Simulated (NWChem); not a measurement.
## H5BN (+1)

SMILES: B[NH3+]
```xyz
7

B      0.9082     0.1008     0.0078
N     -0.6241    -0.0739    -0.0216
H      1.5447    -0.8917     0.1987
H      1.3037     1.2202    -0.1246
H     -0.9802     0.0898     0.9368
H     -0.9344    -1.0201    -0.2819
H     -1.1060     0.6148    -0.6166
```
Charge +1, spin multiplicity 1.

All runs are NWChem calculations. The geometry was optimised at PBE0/def2-SVP, a minimum by its harmonic frequencies.

Symmetry labels belong to the abelian group C1 used in the runs, with the axes of the coordinates shown.

The structure started from a generated list of species.

Question: List the lowest 4 singlet excitations that TD-PBE/def2-SVPD gives, with oscillator strengths.

Answer: 
```tsv
state	symmetry	energy (eV)	wavelength (nm)	f
1	a	5.78	214	0.000
2	a	7.64	162	0.036
3	a	8.37	148	0.001
4	a	10.04	123	0.005
```
